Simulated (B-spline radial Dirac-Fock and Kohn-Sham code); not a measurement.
Atomic SCF run for Cd

ΔSCF core binding energies without Breit or QED terms, calculated with a radial B-spline solver. Keys: rel is the Hamiltonian (dirac, or spin-free x2c and nr, where L3 and M5 stand for the whole 2p and 3d shells), method is hf or an exchange,correlation pair (spin-unpolarised, also for the hole states), nuc the nuclear model, radius_factor scales its radius, rmax is the box in bohr, h the logarithmic mesh step, order the B-spline order, points the quadrature points per cell, c_factor scales the speed of light, and damp, ndamp, maxit and tol steer the iteration. The run stops when the commutator error falls below 10·tol·max(1, Z/10), or the numerical noise floor, and the energy has settled to about 1e-8 Ha; the virial ratio is −V/T.

Input (task.json):

```json
{"items": [{"Z": 48, "q": 0, "cfg": [[1, 0, 2], [2, 0, 2], [2, 1, 6], [3, 0, 2], [3, 1, 6], [3, 2, 10], [4, 0, 2], [4, 1, 6], [4, 2, 10], [5, 0, 2]], "A": 114, "rrms": 4.6087, "do": "settings", "holes": ["K", "L3", "M5"],
  "settings": [{"rel": "dirac", "method": "hf", "nuc": "sphere", "radius_factor": 1.0, "rmax": 45.0, "h": 0.3, "order": 8, "points": 10, "c_factor": 1.0, "maxit": 60, "damp": 0.5, "ndamp": 3, "tol": 1e-08}]}]}
```

Command: `python xray2_run.py task.json out`

Ground-state iterations:

```
iter   energy (Ha)        error
   1    -5592.16759185  1.71e+00
   2    -5592.74641560  1.74e-01
   3    -5593.30687859  3.19e-02
   4    -5593.31857919  7.55e-03
   5    -5593.31892017  2.61e-03
   6    -5593.31901444  7.48e-04
   7    -5593.31902720  1.54e-04
   8    -5593.31902843  5.47e-05
   9    -5593.31902853  4.88e-06
  10    -5593.31902853  8.60e-07
  11    -5593.31902853  9.18e-08
```

The ground state converged in 11 iterations, with total energy -5593.31903 Ha, virial ratio 1.95354 and highest orbital energy -7.66 eV. ΔSCF binding energies: K (1s) 26802.0 eV, L3 (2p3/2) 3551.7 eV, M5 (3d5/2) 411.5 eV.
